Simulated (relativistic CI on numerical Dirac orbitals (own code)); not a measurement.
Computed by Dirac-Coulomb-Breit CI, orbitals from a KLI potential per configuration, model QED (radiative potential, 1s self-energy scaled to tabulated hydrogen-like ionisation energies), unscaled Slater integrals (own radial code, finite nucleus).

Configuration list (outside the closed core [Ne]): 3s²3p⁶3d¹⁰, 3s²3p⁶3d⁹4s, 3s²3p⁶3d⁹4p, 3s²3p⁶3d⁹4d, 3s²3p⁵3d¹⁰4s, 3s²3p⁶3d⁹4f, 3s²3p⁵3d¹⁰4p, 3s²3p⁶3d⁸4s², 3s²3p⁵3d¹⁰4d, 3s²3p⁶3d⁸4s4p, 3s3p⁶3d¹⁰4s, 3s²3p⁶3d⁹5s, 3s²3p⁵3d¹⁰4f, 3s²3p⁶3d⁸4p², 3s²3p⁶3d⁸4s4d, 3s²3p⁶3d⁹5p, 3s3p⁶3d¹⁰4p, 3s²3p⁵3d⁹4s², 3s²3p⁶3d⁹5d, 3s²3p⁶3d⁸4p4d, 3s²3p⁶3d⁹5f, 3s²3p⁵3d⁹4s4p, 3s²3p⁶3d⁹5g, 3s3p⁶3d¹⁰4d, 3s²3p⁶3d⁸4d², 3s²3p⁵3d⁹4p², 3s²3p⁵3d⁹4s4d, 3s3p⁶3d¹⁰4f, 3s3p⁶3d⁹4s², 3s²3p⁵3d¹⁰5s, 3s²3p⁶3d⁹6s, 3s²3p⁴3d¹⁰4s², 3s²3p⁶3d⁹6p, 3s²3p⁵3d⁹4p4d, 3s²3p⁵3d¹⁰5p, 3s²3p⁶3d⁹6d. Levels of other configurations are missing.

At this charge energies of transitions that change n are usually good to better than 1 %, and those within a shell (Δn = 0) to a few per cent.

Outline of the computed level scheme of Pt LI. Lowest level of each configuration: 3s²3p⁶3d¹⁰ ¹S0 at 0.00 eV; 3s²3p⁶3d⁹4s ³D3 at 1798.64 eV; 3s²3p⁶3d⁹4p ³P°2 at 1905.02 eV; 3s²3p⁶3d⁹4d ³P1 at 2196.99 eV; 3s²3p⁵3d¹⁰4s ³P°2 at 2300.14 eV; 3s²3p⁶3d⁹4f ³P°0 at 2391.96 eV; 3s²3p⁵3d¹⁰4p ³P1 at 2407.13 eV.

Some strong electric-dipole decays among the lowest 45 levels: 3s²3p⁵3d¹⁰4s ¹P°1 → 3s²3p⁶3d¹⁰ ¹S0 (2.9e+13 s⁻¹); 3s²3p⁶3d⁹4p ¹P°1 → 3s²3p⁶3d¹⁰ ¹S0 (1.7e+13 s⁻¹); 3s²3p⁶3d⁹4p ³D°1 → 3s²3p⁶3d¹⁰ ¹S0 (9.3e+12 s⁻¹); 3s²3p⁵3d¹⁰4p ³P1 → 3s²3p⁶3d⁹4p ³P°2 (2.5e+12 s⁻¹); 3s²3p⁵3d¹⁰4s ¹P°1 → 3s²3p⁶3d⁹4s ¹D2 (2.4e+12 s⁻¹); 3s²3p⁵3d¹⁰4s ³P°2 → 3s²3p⁶3d⁹4s ³D3 (2.2e+12 s⁻¹); 3s²3p⁶3d⁹4p ³P°1 → 3s²3p⁶3d¹⁰ ¹S0 (1.7e+12 s⁻¹); 3s²3p⁶3d⁹4d ³G3 → 3s²3p⁶3d⁹4p ³F°2 (1.1e+12 s⁻¹).

LS names give the leading component of a level, which can be under half, so a name can repeat, a term be missing and a line seem to break the LS rules.
